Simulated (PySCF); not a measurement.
Compound: (HAlS)3 ring, Al3H3S3.
Bonds: Al1–S3, Al1–S9, S3–Al4, Al4–S6, S6–Al7, Al7–S9. Hydrogens: H2 on Al1; H5 on Al4; H8 on Al7.

NICS = −σ at a ghost point: NICS(0) at the centroid of the ring atoms, NICS(1) 1 Å to either side along the normal of their mean plane, zz for the tensor component along that normal. Level: GIAO B3LYP/pcSseg-1 (pcSseg-2 on Al) (PySCF, non-relativistic, gas phase) on the PBE0-D3(BJ)/def2-SVP geometry, one conformer.

Ring bond lengths (Å): Al1–S3 2.182, S3–Al4 2.180, Al4–S6 2.180, S6–Al7 2.184, Al7–S9 2.182, S9–Al1 2.184.

Problem. What do the NICS probes read (ppm)?

Solution. 
```tsv
ring	type	NICS(0)	NICS(1), two faces	NICS(1)zz, two faces	rms pucker (Å)	centre to ring atoms, mean (Å)
Al1–S3–Al4–S6–Al7–S9	6-membered ring with 3 Al and 3 S	-2.5	-1.6 / -1.6	4.9 / 4.8	0.03	2.18
```

Problem. What do they say, and how far can they be read as aromaticity?

Solution. 
- Al1–S3–Al4–S6–Al7–S9: mean NICS(1)zz 4.8 ppm, deshielded.

Problem. What are the shieldings of the ring atoms and their hydrogens in the same run (means over atoms taken as equivalent)?

Solution. 
```tsv
atoms	environment	σ isotropic (ppm)
Al1 (×3)	aluminium bonded to 2 S and H	328.7
H2 (×3)	hydrogen on aluminium	26.19
S3 (×3)	sulfur bonded to 2 Al	616.7
```

Problem. How do the values depend on the level or the medium?

Solution. 
| level | NICS(0), Al1–S3–Al4–S6–Al7–S9 | mean NICS(1)zz, Al1–S3–Al4–S6–Al7–S9 |
| --- | --- | --- |
| B3LYP/pcSseg-1 (pcSseg-2 on Al), gas | -2.5 | 4.8 |
| PBE/pcSseg-1 (pcSseg-2 on Al), gas | -2.6 | 4.8 |
| PBE0/pcSseg-1 (pcSseg-2 on Al), gas | -2.6 | 4.8 |

The geometry is the same throughout.
